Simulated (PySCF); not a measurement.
# Simulated absorption spectrum

Compound: HC(SnH3)3, CH10Sn3.
Z-matrix (Å and degrees, PBE0-D3(BJ)/def2-SVP geometry), rows numbered from 1:
```
C 
Sn  1  2.1602
Sn  1  2.1605  2  111.89
Sn  1  2.1601  2  111.89  3   126.55
H   1  1.1035  2  107.03  3  -116.65
H   2  1.7154  1  109.61  3    73.93
H   2  1.7157  1  108.62  3   -45.86
H   2  1.7178  1  110.02  3  -165.39
H   3  1.7155  1  108.88  2    79.89
H   3  1.7180  1  109.98  2   -39.72
H   3  1.7157  1  109.51  2  -160.25
H   4  1.7179  1  110.03  2  -168.78
H   4  1.7150  1  108.61  2   -49.22
H   4  1.7156  1  109.62  2    70.67
```

Computed with TDDFT wB97X-D/def2-SVPD, vertical, gas phase, core orbitals frozen in the response, def2 core potentials past Kr in PySCF. Spin–orbit coupling is left out.

Broadening: Gaussians 0.5 eV wide at half height, area fixed by f = 4.319×10⁻⁹ ∫ε dν̃. The width is an assumption, not a result. The curve ends short of the highest state used, and states not computed would add to its high-energy end.

| E (eV) | ε (L mol⁻¹ cm⁻¹) |
| --- | --- |
| 5.90 | 39 |
| 5.93 | 64 |
| 5.96 | 102 |
| 5.99 | 159 |
| 6.03 | 281 |
| 6.06 | 420 |
| 6.09 | 615 |
| 6.12 | 884 |
| 6.15 | 1244 |
| 6.19 | 1903 |
| 6.22 | 2558 |
| 6.25 | 3369 |
| 6.28 | 4351 |
| 6.32 | 5931 |
| 6.35 | 7310 |
| 6.38 | 8832 |
| 6.41 | 10461 |
| 6.44 | 12147 |
| 6.48 | 14375 |
| 6.51 | 15938 |
| 6.54 | 17329 |
| 6.57 | 18479 |
| 6.61 | 19542 |
| 6.64 | 19943 |
| 6.67 | 19993 |
| 6.70 | 19712 |
| 6.73 | 19144 |
| 6.77 | 18061 |
| 6.80 | 17119 |
| 6.83 | 16176 |
| 6.86 | 15331 |
| 6.90 | 14518 |
| 6.93 | 14238 |
| 6.96 | 14296 |
| 6.99 | 14711 |
| 7.02 | 15475 |

Question: Where are the band maxima, and which computed states make them?

Answer: 186 nm (6.66 eV), ε about 20000, made up of S1 (49%) and S2 (49%) (ε in L mol⁻¹ cm⁻¹; maxima over ε = 5, shares over 10%). At its high-energy end, 7.02 eV, the curve is still rising (ε about 15000, from S1, S2, S3 and S4). The states used: S1 6.65 eV (f 0.182); S2 6.65 eV (f 0.183); S3 7.28 eV (f 0.211); S4 7.28 eV (f 0.221); S5 7.43 eV (f 0.0058); S6 7.49 eV (f 0.0009); S7 7.56 eV (f 0.049); S8 7.57 eV (f 0.046); S9 7.62 eV (f 0.0025).

Question: On this curve, what absorbance would a 10⁻⁴ mol/L sample give at 193 nm over a 1 cm path?

Answer: 193 nm is 6.424 eV, where ε is about 11000 L mol⁻¹ cm⁻¹, so A = ε c l ≈ 1.1 (Beer–Lambert, with the gas-phase spectrum and the assumed width).

Question: Does any computed singlet lie in the visible range?

Answer: No computed singlet lies in the visible range (380 to 750 nm); the lowest, at 187 nm, stands 3.38 eV above its violet end (3.26 eV).

Question: Coming from long wavelengths, where does ε first pass 100 L mol⁻¹ cm⁻¹?

Answer: At about 208 nm (5.96 eV), 0.69 eV below S1.

The vertical ionisation energy (ΔSCF) is 9.59 eV, 1.97 eV above S9.

Hardware: one thread of an Arm Neoverse N1, shared host with 64 logical CPUs at a one-minute load of 60. Cost: 5.9 min wall (grids of density and orbitals included), 1.1 GiB resident at most.
